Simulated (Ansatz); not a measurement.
Gas-phase electronic energies from Ansatz, PBE0-D4/def2-TZVP geometries. CCSD(T)/CBS is the MP2 limit (def2-TZVPP, def2-QZVPP) plus CCSD(T) − MP2 in def2-TZVPP, frozen cores. This one scheme is used for every species. DFT in def2-TZVPP. For Ga outer-core shells are correlated without core-valence functions, which leaves a few kJ/mol of doubt a bond. Scalar relativity is left out up to krypton. One conformer a species, not always the lowest.

Consider the redistribution: `C[BH][GaH2]` + `BC(F)[SiH2]F` → `B[CH]([GaH2])[SiH2]F` + `CBF`.

Problem. Is it downhill or uphill in electronic energy at CCSD(T)/CBS, and by how much? (Best estimate.)

Solution. Computed: Downhill: ΔE = -327.9 kJ/mol.

Problem. What do these levels give: ωB97X-V, B2PLYP, PBE, PBE0, SCS-MP2/def2-QZVPP, MP2/CBS(def2)? (Estimate.)

Solution. Ansatz gave: ωB97X-V -310.2, B2PLYP -319.2, PBE -296.5, PBE0 -308.3, SCS-MP2/def2-QZVPP -336.0, MP2/CBS(def2) -347.0 kJ/mol.

Largest T1 diagnostic among the species: 0.013.

In def2-TZVPP, CCSD(T) changes the Hartree–Fock value by −13.0 kJ/mol (the triples alone add −2.8 kJ/mol) and MP2 by −32.0 kJ/mol. The D4 term adds −6.6 kJ/mol with B3LYP and −3.5 kJ/mol with PBE0; it sums over pairs of atoms, weighted by their polarisabilities, and B3LYP, whose exchange is more repulsive, gets the larger term.

B3LYP here is the variant with VWN-RPA as its local correlation; programs differ in this.
